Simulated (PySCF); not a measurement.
Excitation energy of P by level of theory

P [Ne] 3s2 3p3 (4S) → P [Ne] 3s2 3p2 4s1 (4P), as a difference of total energies. Computed with PySCF 2.14 in aug-cc-pwCVDZ (6s5p3d, 36 functions), with no relativity, point nucleus. Correlated levels: valence: [Ne] frozen. The calculations carry no spin-orbit coupling.

| method | excitation energy (cm⁻¹) |
| --- | --- |
| UHF | 56722 |
| MP2 (valence) | 58223 |
| SCS-MP2 (valence) | 57569 |
| CCSD (valence) | 57477 |
| CCSD(T) (valence) | 57432 |
| CCSDT (valence) | 57343 |

Errors of the correlated levels include the incompleteness of this basis and the frozen core.

The promoted electron is Rydberg-like, and one or two diffuse shells describe it only roughly, which tends to raise the upper state.

**Question.** Which method comes closest to the reference value, and which is furthest?

**Answer.** The reference is 56190 cm⁻¹ (measured; NIST levels, between the centres of gravity of the two terms). Closest: UHF (error 531.76 cm⁻¹); furthest: MP2 (valence) (error 2032.8 cm⁻¹).
